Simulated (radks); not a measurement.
Excited configurations of N I: one electron is placed in a higher orbital outside [He] 2s2 2p2. The ground configuration is [He] 2s2 2p3. Calculated with a radial shooting solver on a logarithmic mesh with Libxc functionals: Dirac Kohn-Sham, PBE, spin-unpolarised, spherical densities, finite nucleus; open shells fill j = l - 1/2 first; Fermi nuclear charge, rms radius 2.5582 fm. Excitation = E - E(ground); binding = E(ion) - E, where the ion is the core of charge +1; n* = 1/sqrt(2 binding) in atomic units, and the quantum defect is n - n*.

[
 {"outer orbital": "3s1/2", "excitation (eV)": "9.541", "binding (eV)": "4.037", "n*": "1.836", "<r> (bohr)": "5.255"},
 {"outer orbital": "3p1/2", "excitation (eV)": "10.822", "binding (eV)": "2.756", "n*": "2.222", "<r> (bohr)": "6.719"},
 {"outer orbital": "3d3/2", "excitation (eV)": "11.995", "binding (eV)": "1.583", "n*": "2.931", "<r> (bohr)": "10.07"},
 {"outer orbital": "4s1/2", "excitation (eV)": "11.721", "binding (eV)": "1.857", "n*": "2.707", "<r> (bohr)": "11.59"},
 {"outer orbital": "4p1/2", "excitation (eV)": "12.130", "binding (eV)": "1.449", "n*": "3.065", "<r> (bohr)": "14.06"},
 {"outer orbital": "4f5/2", "excitation (eV)": "12.672", "binding (eV)": "0.907", "n*": "3.874", "<r> (bohr)": "17.54"},
 {"outer orbital": "5s1/2", "excitation (eV)": "12.516", "binding (eV)": "1.062", "n*": "3.579", "<r> (bohr)": "20.61"},
 {"outer orbital": "6s1/2", "excitation (eV)": "12.889", "binding (eV)": "0.689", "n*": "4.444", "<r> (bohr)": "32.37"},
 {"outer orbital": "6d3/2", "excitation (eV)": "13.101", "binding (eV)": "0.478", "n*": "5.336", "<r> (bohr)": "44.66"},
 {"outer orbital": "6f5/2", "excitation (eV)": "13.130", "binding (eV)": "0.448", "n*": "5.510", "<r> (bohr)": "44.76"}
]

The Delta-SCF ionisation energy is 13.578 eV (NIST Atomic Spectra Database: 14.534 eV, measured). Self-interaction in the functional shifts the binding energies and quantum defects, so they are the method's values and not measured ones. Spin polarisation and multiplet splitting are left out, so open shells lie too high by an amount that depends on their filling.

Beside tabulated values, note that spin-unpolarised runs miss the spin-polarisation part of the exchange energy of open shells.
